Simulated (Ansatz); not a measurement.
Program: Ansatz. Geometries: PBE0-D4/def2-TZVP. ΔE: electronic, gas phase. CCSD(T)/CBS adds triple-zeta CCSD(T) − MP2 to the extrapolated MP2 energy (def2 sets, frozen cores). This one scheme is used for every species. Functionals use def2-TZVPP. One conformer a species, not always the lowest.

Consider the formal exchange of groups at the Al–F bond: `C[BH][AlH][F]` + `[AlH3]` → `C[BH][AlH][AlH2]` + H–F.

```tsv
level	ΔE (kJ/mol)
RPA@PBE/def2-TZVPP	180.4
HF/def2-TZVPP	202.6
```

(1) What does CCSD(T)/CBS give? (An estimate is asked.)

Largest T1 diagnostic among the species: 0.013.

## Answers

(1) Ansatz gave: +180.3 kJ/mol. The listed levels differ from it by 0.1, 22.3 kJ/mol.

Leaving LDA and LC-ωPBE aside and taking each functional with its dispersion term where it has one, the values, not all of them listed here, spread over 39.9 kJ/mol, from PBE-D4 to CAM-B3LYP-D4. At CCSD(T), def2-SVP lies +11.9 kJ/mol from the extrapolated value and def2-TZVPP −1.9 kJ/mol. From PBE to PBE0 (25 % exact exchange), in def2-TZVPP and without D4, ΔE moves by +4.4 kJ/mol.
